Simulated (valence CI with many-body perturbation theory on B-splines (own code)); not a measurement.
Ga XXVI: electric-dipole lines

Calculated by configuration interaction combined with many-body perturbation theory (CI+MBPT): four valence electrons over a frozen Dirac-Fock core [He], radial functions for each j: 11 s, 11 p, 9 d, 7 f, 5 g, 2 h, 1 i, with the one-electron correlation potential Σ1 (screened to all orders), the two-electron term Σ2, the three-electron term Σ3, Breit, model QED; selected single and double excitations, second order for the rest (own B-spline code, finite nucleus).

No measured levels were compared; by estimate levels of excited configurations hold to 0.05 to 0.15 % of their energy, terms of the ground configuration to about 0.5 %. Among the levels kept, up to 270 cm⁻¹ of a level comes from second order outside the variational space, and about a tenth of that is noise between levels of different J, which matters for small intervals.

Lines 1 to 50 of 266 in falling wavelength, among levels below 13083 × 10³ cm⁻¹, chosen from the strongest by gf and those to the six lowest levels. Wavelengths and rates use the calculated energies, so an error of 800 cm⁻¹ moves a line at 43.90 nm by 0.35 % and its rate by three times that or more. Electric multipoles are in the length gauge, E1 and E2 with the static RPA response of the core. Weak lines are less certain than strong ones. Lines between different terms over intervals too small for the method are left out, as are lines whose strength nearly cancels. Where a level lies close to another of its J and parity, the split of strength between their lines is uncertain. The highest levels of a list are the least certain.

Names give the largest LS component (configuration and term), which can be under half, so a name can repeat, a term be missing and a line seem to break the LS rules; names also repeat where a configuration has a term twice. Letters in brackets count levels of one name in rising energy.

```csv
λ vac (nm),Upper,Lower,A (s⁻¹),log gf,Branch %
43.90,2s2p²3p ³F°_2,2s2p²3s ³D_1,7.95e+08,-0.94,0.0
42.93,2s2p²3p ¹F°_3,2s2p²3s ¹D_2,1.51e+09,-0.53,0.0
41.71,2s2p²3d ⁵F_5,2s2p²3p ⁵D°_4,1.54e+09,-0.35,92.3
41.48,2s2p²3d ⁵D_4,2s2p²3p ⁵D°_4,5.41e+08,-0.90,0.6
40.43,2s2p²3d ⁵F_4,2s2p²3p ⁵D°_3,1.66e+09,-0.44,0.3
39.22,2s2p²3p ⁵P°_3,2s2p²3s ⁵P_3,1.50e+09,-0.62,0.0
39.17,2s2p²3d ⁵F_3 [a],2s2p²3p ⁵D°_2 [a],1.60e+09,-0.59,0.0
37.76,2s²2p3d ³F°_4,2s²2p3p ³D_3,1.90e+09,-0.44,85.7
37.63,2s2p²3d ⁵P_2,2s2p²3p ⁵S°_2,1.14e+09,-0.92,0.0
37.59,2s2p²3p ³P°_2 [a],2s2p²3s ³P_2 [a],1.89e+09,-0.70,0.0
36.70,2s2p²3p ³D°_2 [a],2s2p²3s ³P_1 [a],1.78e+09,-0.74,0.0
36.50,2s2p²3p ⁵D°_2 [b],2s2p²3s ⁵P_2,1.67e+09,-0.78,0.0
36.44,2s²2p3d ³F°_3,2s²2p3p ³D_2,2.12e+09,-0.53,0.0
36.34,2s2p²3d ⁵P_1,2s2p²3p ⁵S°_2,1.73e+09,-0.99,0.0
36.32,2s2p²3p ³P°_1 [a],2s2p²3s ³P_2 [a],2.01e+09,-0.92,0.0
35.92,2s2p²3d ³F_3 [a],2s2p²3p ³D°_2 [a],1.04e+09,-0.85,0.0
35.85,2s2p²3p ³D°_3 [a],2s2p²3s ³P_2 [a],1.95e+09,-0.58,0.0
35.47,2s2p²3p ³D°_2 [b],2s2p²3s ³D_3,1.68e+09,-0.80,0.0
35.25,2s²2p3p ³P_2,2s²2p3s ³P°_2,2.10e+09,-0.71,0.6
35.14,2s²2p3d ³P°_2 [a],2s²2p3p ³P_1 [a],2.09e+09,-0.71,0.0
34.60,2s2p²3d ⁵D_4,2s2p²3p ⁵P°_3,1.72e+09,-0.55,1.8
34.51,2s2p²3d ⁵F_3 [b],2s2p²3p ⁵D°_2 [b],1.65e+09,-0.69,0.0
34.45,2s2p²3p ³F°_3,2s2p²3s ³D_2,3.01e+09,-0.43,0.1
34.28,2s2p²3d ³F_4,2s2p²3p ³D°_3 [a],2.46e+09,-0.41,0.0
34.07,2s2p²3d ³F_2,2s2p²3p ⁵P°_1 [b],1.79e+09,-0.81,0.0
33.87,2s²2p3d ¹F°_3,2s²2p3p ¹D_2,2.34e+09,-0.55,0.0
33.62,2s²2p3p ³D_3,2s²2p3s ³P°_2,3.10e+09,-0.43,2.7
33.01,2s2p²3p ⁵D°_4,2s2p²3s ⁵P_3,3.88e+09,-0.24,32.9
32.98,2s2p²3p ⁵D°_3,2s2p²3s ⁵P_2,3.57e+09,-0.39,5.8
32.87,2s²2p3d ¹D°_2,2s²2p3p ³P_1 [b],1.44e+09,-0.93,0.0
32.76,2s2p²3d ⁵F_2,2s2p²3p ⁵D°_1 [a],2.20e+09,-0.75,0.0
32.60,2s²2p3d ³D°_3,2s²2p3p ³P_2,1.84e+09,-0.69,0.0
32.54,2s2p²3d ³F_3 [a],2s2p²3p ⁵P°_3,1.12e+09,-0.90,0.0
32.48,2s2p²3d ³F_3 [b],2s2p²3p ³D°_2 [a],1.32e+09,-0.83,0.0
32.36,2s2p²3p ³F°_4,2s2p²3s ³D_3,3.92e+09,-0.26,18.1
32.04,2s2p²3p ⁵D°_2 [a],2s2p²3s ⁵P_1,3.04e+09,-0.63,0.1
31.99,2s2p²3d ³D_2,2s2p²3p ³P°_2 [a],1.52e+09,-0.93,0.0
31.83,2s²2p3d ³P°_2 [b],2s²2p3p ³S_1,1.56e+09,-0.93,0.0
31.51,2s2p²3d ³P_2,2s2p²3p ⁵D°_1 [b],2.24e+09,-0.78,0.0
31.47,2s2p²3p ³D°_3 [b],2s2p²3s ³D_3,3.53e+09,-0.44,0.5
31.42,2s2p²3p ³D°_2 [c],2s2p²3s ³P_1 [b],3.48e+09,-0.59,0.1
31.35,2s2p²3d ³D_3,2s2p²3p ³P°_2 [a],2.30e+09,-0.63,0.0
31.02,2s²2p3d ³F°_2,2s²2p3p ³D_1,2.82e+09,-0.69,0.0
30.90,2s²2p3p ³D_2,2s²2p3s ³P°_1,4.12e+09,-0.53,2.9
30.66,2s2p²3p ¹D°_2,2s2p²3s ³D_1,2.25e+09,-0.80,0.0
30.62,2s²2p3p ³P_1 [a],2s²2p3s ³P°_0,2.82e+09,-0.93,0.8
30.57,2s2p²3p ⁵S°_2,2s2p²3s ⁵P_3,3.83e+09,-0.57,0.2
30.19,2s2p²3p ³P°_2 [b],2s2p²3s ¹D_2,2.41e+09,-0.78,0.0
28.17,2s²2p3p ¹D_2,2s²2p3s ¹P°_1,4.43e+09,-0.58,0.8
27.31,2s2p²3p ³P°_1 [b],2s2p²3s ³D_1,4.89e+09,-0.79,0.1
```
